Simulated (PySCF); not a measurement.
C3H11N2PSi.
Numbering: `[CH3:1][N:2]1[CH2:3][CH2:4][NH:5][Si@@H:6]1[PH2:7]`

Definitions: NICS(0) = −σiso at the ring centroid; NICS(1) = −σiso and NICS(1)zz = −σzz at ±1 Å along the ring normal z. Level: GIAO PBE0/pcSseg-1 (PySCF, non-relativistic, gas phase) on the GFN2-xTB geometry, one conformer.

Ring bond lengths (Å), with Mayer bond orders in brackets: N2–C3 1.443 (0.94), C3–C4 1.524 (1.05), C4–N5 1.445 (0.96), N5–Si6 1.718 (0.99), Si6–N2 1.719 (0.95).

**Question.** Give the NICS values of each ring in ppm.

**Answer.** 
```
           ring                                                      type  NICS(0)  NICS(1), two faces  NICS(1)zz, two faces  rms pucker (Å)  centre to ring atoms, mean (Å)
N2–C3–C4–N5–Si6  5-membered ring with 2 N and Si; formal bonds all single     -7.6         -2.5 / -3.3           -3.3 / -2.2            0.15                            1.32
```

**Question.** What do they say, and how far can they be read as aromaticity?

**Answer.** 
- N2–C3–C4–N5–Si6: mean NICS(1)zz -2.7 ppm, near zero. C3, C4, Si6 have four or more neighbours; no verdict on aromaticity is drawn. A hydrogen on C4, outside the ring, lies only 1.46 Å from a NICS(1) probe, which then mostly feels that atom.

**Question.** What field does 11.7 T along the ring normal induce along that normal at the second NICS(1) probe listed for ring N2–C3–C4–N5–Si6, 1 Å off the ring?

**Answer.** NICSzz × B0 = -2.2 ppm × 11.7 T = -26 μT, against the applied field.

**Question.** What are the shieldings of the ring atoms and their hydrogens in the same run (means over atoms taken as equivalent)?

**Answer.** 
| atoms | environment | σ isotropic (ppm) | principal values of the symmetric part, first atom (ppm) |
| --- | --- | --- | --- |
| N2 | silicon-bound nitrogen | 239.8 | 192.7, 255.5, 271.2 |
| C3 | sp3 carbon bound to nitrogen | 131.4 | 107.9, 124.3, 161.9 |
| C4 | sp3 carbon bound to nitrogen | 139.0 | 118.6, 134.7, 163.6 |
| N5 | silicon-bound nitrogen | 229.8 | 188.6, 232.6, 268.3 |
| Si6 | SiH silicon | 353.8 | 302.4, 366.6, 392.4 |
| H on C3 | methylene hydrogen | 28.76 | 24.9, 26.0, 35.4 |
| H on C3 | methylene hydrogen | 28.86 | 24.9, 26.4, 35.3 |
| H on C4 | methylene hydrogen | 28.23 | 22.9, 26.2, 35.6 |
| H on C4 | methylene hydrogen | 28.22 | 23.5, 26.0, 35.2 |
| H on N5 | N–H hydrogen | 31.34 | 22.3, 28.8, 42.9 |
| H on Si6 | Si–H hydrogen | 25.61 | 21.1, 24.0, 31.7 |

Time: 40 s wall; peak memory 0.85 GiB. Hardware: one thread of an Intel Xeon Platinum 8259CL at 2.50 GHz, shared host with 96 logical CPUs at a one-minute load of 26. This is the whole shielding run at PBE0/pcSseg-1, SCF included.
